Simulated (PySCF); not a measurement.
Cl2H5NSi2, SMILES Cl[SiH2]N[SiH2]Cl.

Coordinates come from a PBE0-D3(BJ)/def2-SVP optimisation. The values are those of a single conformer.

Calculation: CAM-B3LYP/def2-TZVP in PySCF.

Symmetry labels are those of the subgroup C2 that the program uses (full group C2).

List the valence orbital energies around the gap with their symmetry. (An estimate is asked for; the answer gives what the named calculation found.)


| orbital | symmetry | energy (eV) |
|---|---|---|
| HOMO−7 | A | -12.34 |
| HOMO−6 | A | -12.27 |
| HOMO−5 | B | -12.09 |
| HOMO−4 | A | -10.85 |
| HOMO−3 | B | -10.66 |
| HOMO−2 | A | -10.40 |
| HOMO−1 | B | -10.33 |
| HOMO | B | -9.77 |
| LUMO | A | 0.85 |
| LUMO+1 | A | 1.47 |
| LUMO+2 | B | 1.59 |
| LUMO+3 | A | 2.20 |
